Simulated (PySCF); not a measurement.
## `C[C@H](F)[Se@+](C)CF`, [C$_{4}$H$_{9}$F$_{2}$Se]+, charge +1

Molfile (atoms numbered from 1):
```
C4H9F2Se
     RDKit          3D

 16 15  0  0  0  0  0  0  0  0999 V2000
   -1.7051   -1.5308    0.2675 C   0  0  0  0  0  0  0  0  0  0  0  0
   -1.2703   -0.1339   -0.0807 C   0  0  2  0  0  0  0  0  0  0  0  0
   -0.8900   -0.0151   -1.3751 F   0  0  0  0  0  0  0  0  0  0  0  0
    0.3934    0.4180    0.9534 Se  0  0  0  0  0  3  0  0  0  0  0  0
    0.7433    2.1030    0.0745 C   0  0  0  0  0  0  0  0  0  0  0  0
    1.7033   -0.6719   -0.0805 C   0  0  0  0  0  0  0  0  0  0  0  0
    2.8817   -0.0618    0.1170 F   0  0  0  0  0  0  0  0  0  0  0  0
   -2.5981   -1.7752   -0.3079 H   0  0  0  0  0  0  0  0  0  0  0  0
   -1.9493   -1.5984    1.3254 H   0  0  0  0  0  0  0  0  0  0  0  0
   -0.9379   -2.2624    0.0201 H   0  0  0  0  0  0  0  0  0  0  0  0
   -2.0300    0.6314    0.1211 H   0  0  0  0  0  0  0  0  0  0  0  0
    0.5509    2.0140   -0.9947 H   0  0  0  0  0  0  0  0  0  0  0  0
    1.7888    2.3573    0.2536 H   0  0  0  0  0  0  0  0  0  0  0  0
    0.1062    2.8669    0.5191 H   0  0  0  0  0  0  0  0  0  0  0  0
    1.7515   -1.6885    0.3244 H   0  0  0  0  0  0  0  0  0  0  0  0
    1.4541   -0.6437   -1.1484 H   0  0  0  0  0  0  0  0  0  0  0  0
  1  2  1  0
  2  3  1  0
  2  4  1  0
  4  5  1  6
  4  6  1  0
  6  7  1  0
  1  8  1  0
  1  9  1  0
  1 10  1  0
  2 11  1  6
  5 12  1  0
  5 13  1  0
  5 14  1  0
  6 15  1  0
  6 16  1  0
M  CHG  1   4   1
M  END
```

Level of theory: TDDFT CAM-B3LYP/aug-cc-pVDZ circular dichroism and optical rotation, one conformer, gas phase in PySCF. Geometry: GFN2-xTB.

The molecule is flexible and this is one conformer; a measurement averages over conformers. The calculation is non-relativistic, which matters for the atoms heavier than Zn.

(1) Draw the ECD and absorption spectra from the lowest 12 states, each a Gaussian of half-width 0.35 eV at 1/e height.

Results:

(1) 
```csv
E (eV),λ (nm),Δε (L mol⁻¹ cm⁻¹),ε (L mol⁻¹ cm⁻¹)
6.47,192,+1.03,495
6.57,189,+2.10,1040
6.67,186,+3.62,1880
6.77,183,+5.20,2890
6.87,181,+6.22,3820
6.97,178,+6.12,4370
7.07,175,+4.93,4400
7.17,173,+3.38,4050
7.27,171,+2.46,3670
7.37,168,+2.70,3630
7.47,166,+3.83,4070
7.57,164,+5.00,4880
7.67,162,+5.55,5840
7.77,160,+5.86,6790
7.87,158,+7.37,7780
7.97,156,+11.64,8950
8.07,154,+18.83,10300
8.17,152,+27.18,11500
8.27,150,+33.93,12400
8.37,148,+37.28,12500
8.47,146,+37.38,11900
8.57,145,+36.05,10700
8.67,143,+35.50,9270
8.77,141,+37.32,8110
8.87,140,+41.77,7580
8.97,138,+47.38,7770
9.07,137,+51.20,8370
9.17,135,+50.27,8790
```
Δε uses R in velocity form, ε uses f in length form. Only the states computed contribute, so the short-wavelength end is incomplete.
